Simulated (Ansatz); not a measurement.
The same hydrogenolysis along the group F, Cl, Br.

Calculated with Ansatz (gas phase, PBE0-D4/def2-TZVP geometries, no zero-point term in ΔE). CCSD(T)/CBS is the MP2 limit (def2-TZVPP, def2-QZVPP) plus CCSD(T) − MP2 in def2-TZVPP, frozen cores. This one scheme is used for every species. DFT in def2-TZVPP. def2 core potentials past Kr. For Br, Sn outer-core shells are correlated without core-valence functions, which leaves a few kJ/mol of doubt a bond. Scalar relativity is left out up to krypton. One conformer a species, not always the lowest.

```json
{"reaction": "`[NH2][SnH2][F]` + H₂ → `[NH2][SnH3]` + H–F", "CCSD(T)/CBS(def2) (kJ/mol)": "54"}
{"reaction": "`[NH2][SnH2][Cl]` + H₂ → `[NH2][SnH3]` + HCl", "CCSD(T)/CBS(def2) (kJ/mol)": "?"}
{"reaction": "`[NH2][SnH2][Br]` + H₂ → `[NH2][SnH3]` + HBr", "CCSD(T)/CBS(def2) (kJ/mol)": "98"}
```

(1) Fill in the missing values. (Best estimate.)

Largest T1 diagnostic: 0.013, for `[NH2][SnH2][F]`.

Answers

(1) The calculation gave: `[NH2][SnH2][Cl]` + H₂ → `[NH2][SnH3]` + HCl: +90.5 kJ/mol.
